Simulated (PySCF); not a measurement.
C₂H₅AlO₂. Atoms are numbered in the order given.

```xyz
10

Al    -0.0287    -0.4728     0.0000
C     -0.7692     1.3090     0.0000
C      0.0155     2.4005     0.0000
H     -1.8556     1.4743     0.0000
H     -0.3902     3.4210     0.0000
H      1.1097     2.3260     0.0000
O      1.6709    -0.5932     0.0000
H      2.2292    -1.3733     0.0000
O     -1.0855    -1.8083     0.0000
H     -0.8807    -2.7459     0.0000
```
Charge 0, spin multiplicity 1.

Coordinates come from a B3LYP-D3(BJ)/def2-SVP optimisation. The structure was generated by enumeration; whether it is a known compound was not checked. One conformer was computed; it need not be the lowest.

Level of theory: PySCF with r2SCAN/def2-TZVP.

ESP charges are fitted to the potential on shells at 1.4 to 2.0 van der Waals radii. Atomic charges (e):

| atom | ESP fit | meta-Löwdin |
|---|---|---|
| Al1 | 0.97 | 1.13 |
| C2 | -0.25 | -0.41 |
| C3 | -0.44 | -0.20 |
| H4 | 0.12 | 0.13 |
| H5 | 0.19 | 0.12 |
| H6 | 0.20 | 0.12 |
| O7 | -0.79 | -0.79 |
| H8 | 0.40 | 0.35 |
| O9 | -0.82 | -0.79 |
| H10 | 0.42 | 0.35 |
